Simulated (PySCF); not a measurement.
ClMg (SMILES [Mg+][Cl]), charge +1, singlet, geometry from GFN2-xTB (such geometries of metal compounds can be far from the true shape), with bond 2-1 at 2.4 times its length.

Input for PySCF:
```python
from pyscf import gto, scf, mcscf
import numpy

mol = gto.M(
    atom='''
Mg   -0.000000   -0.000000   -1.210739
Cl    0.000000    0.000000    3.746168
''',
    basis='6-31g',
    charge=1,
    spin=0,
    verbose=4,
)

mf = scf.RHF(mol)
mf.kernel()
mc = mcscf.CASSCF(mf, 3, 2)
mc.fix_spin_(ss=0.0)
mc.kernel()
occ = numpy.linalg.eigvalsh(mc.fcisolver.make_rdm1(mc.ci, mc.ncas, mc.nelecas))[::-1]
ss = mc.fcisolver.spin_square(mc.ci, mc.ncas, mc.nelecas)[0]
print('natural occupations', occ.round(4), ' <S^2>', round(ss, 4))
```

**Question.** Predict the SCF-reference Mulliken (on the basis functions themselves) charges in atom order from CASSCF(2,3)/6-31G run with PySCF.

**Answer.** Mg1 1.07, Cl2 -0.07

**Question.** Predict the total energy from CASSCF(2,3)/6-31G.

**Answer.** -658.7933 Eh

**Question.** What is the computed number of basis functions (CASSCF(2,3)/6-31G)?

**Answer.** 26

**Question.** Predict the natural occupations of the active orbitals from CASSCF(2,3)/6-31G.

**Answer.** 1.05, 0.95, 0.00

**Question.** What is the computed SCF-reference HOMO energy (CASSCF(2,3)/6-31G)?

**Answer.** -12.51 eV

**Question.** What is the computed SCF-reference HOMO-LUMO gap (CASSCF(2,3)/6-31G)?

**Answer.** 3.27 eV
